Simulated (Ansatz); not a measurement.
The same path of BCl2F + H (5 atoms, charge 0, multiplicity 2) was run twice with different band settings. Lost on the way: B1–F2. Made: F2–H5.

Method: Ansatz 0.2.0, UKS PBE0/def2-SVP.

Relaxed end points:

```xyz
5
Properties=species:S:1:pos:R:3
B 0.000 0.000 -0.333
F 0.000 0.000 0.978
Cl 1.521 0.000 -1.184
Cl -1.521 0.000 -1.184
H 0.000 0.000 4.222
```

```xyz
5
Properties=species:S:1:pos:R:3
B 0.000 0.000 -0.645
F 0.000 0.000 2.574
Cl 1.527 0.000 -1.462
Cl -1.527 0.000 -1.462
H 0.000 0.000 3.495
```

Common settings: climbing image yes; spring 5.0 eV/Å²; optimiser quadratic models (default); start path through a guess of the saddle point; force threshold 0.05 eV/Å; iteration limit 60; end points relaxed.

| run | movable images |
| --- | --- |
| 1 | 5 |
| 2 | 1 |

**Question.** What does each run give, and how far can it be trusted?

**Answer.** Run 1: converged after 12 iterations, highest image 2.716 eV above the first end. Neighbouring images differ by up to 2.5 eV, so the band resolves the path poorly. A vibrational analysis at the climbing image gives 2 clearly imaginary modes (1395i, 583i cm⁻¹): a point of higher order. A lower path may pass nearby, or the ends, which weren't checked, may share the extra mode.
Run 2: converged after 25 iterations, highest image 2.045 eV above the first end. Neighbouring images differ by up to 2.0 eV, so the band resolves the path poorly. The order of the point at the top wasn't checked. So few images can step over the top or miss a turn of the path.
